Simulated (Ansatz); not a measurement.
`N#C[SiH2]CF` + CH₃OH → `CO[SiH2]C#N` + fluoromethane at 500 K and 1 bar (ligand exchange at the Si–C bond).

Computed with Ansatz on PBE0-D4/def2-TZVP structures; ΔE is electronic, products minus reactants. CCSD(T)/CBS adds triple-zeta CCSD(T) − MP2 to the extrapolated MP2 energy (def2 sets, frozen cores). This one scheme is used for every species. Each species was taken in one conformer, which may not be the lowest.

```tsv
species	CCSD(T)/CBS energy (Eh)	H − E (kJ/mol)	S (J/(mol·K))
`N#C[SiH2]CF`	-522.05904	187.9	394.5
CH₃OH	-115.61712	157.0	265.4
`CO[SiH2]C#N`	-498.08666	223.9	406.1
`CF`	-139.63461	122.2	244.8
```

H − E and S are ideal-gas, rigid-rotor, harmonic terms from PBE0-D4/def2-TZVP, for one conformer and one mirror image of each species. 1 Eh = 2625.50 kJ/mol, R = 8.31446 J/(mol·K).

By hand: ΔE, ΔH, ΔS and ΔG.

ΔE = (-498.08666) + (-139.63461) − (-522.05904) − (-115.61712) = -0.04511 Eh = -118.4 kJ/mol. Δ(H − E) = 223.9 + 122.2 − 187.9 − 157.0 = 1.2, so ΔH = -117.2 kJ/mol. ΔS = 406.1 + 244.8 − 394.5 − 265.4 = -9.0 J/(mol·K). ΔG = -117.2 − 500 × (-9.0)/1000 = -112.7 kJ/mol.

By hand: the equilibrium constant, and the temperature at which ΔG would vanish if ΔH and ΔS stayed fixed.

log₁₀ K = −ΔG/(RT ln 10) = 11.8. ΔG = 0 at ΔH/ΔS = 13022 K, far beyond where these terms or the molecules hold.

The number of gas molecules stays the same, so ΔS is small and ΔH decides. A doubt of 5 kJ/mol in ΔE shifts log₁₀ K by 0.5 here. Other conformers and mirror images would add mixing entropy, several J/(mol·K) or more a flexible species. These are equilibria of isolated gas molecules and say nothing of rates. Largest T1 diagnostic: 0.013 (customary marks: 0.02 for closed shells, 0.045 for open ones).
